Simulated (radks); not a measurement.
Results of a calculation; reference values are marked as such.
Problem. Spherical quantum dot in the effective-mass picture: electrons in a hard-walled sphere of radius 12.8, with a point charge +1 (a donor) at the centre, all in effective atomic units (hartree* = m*/eps^2 hartree, bohr* = eps/m* bohr), one dielectric constant everywhere. Level of theory: non-relativistic Kohn-Sham, PBEsol, spin-polarised, spherical densities (a radial shooting solver with Libxc functionals). Levels are named by radial order and angular momentum (1s, 1p, 1d, 2s, ...), and open shells are averaged over m. Results are scaled to m* = 0.084 and eps = 5.1, for which hartree* = 87.88 meV and bohr* = 3.213 nm. At N = 6 the configuration is 1s2 1p(up 3, down 0) 2s(up 1, down 0). Does electron 7 go into 2s down or 1p down or 1d up?

Solution. Into 1p down. The total energies of the other choices lie higher by 0.535 meV (1d up), 2.59 meV (2s down).
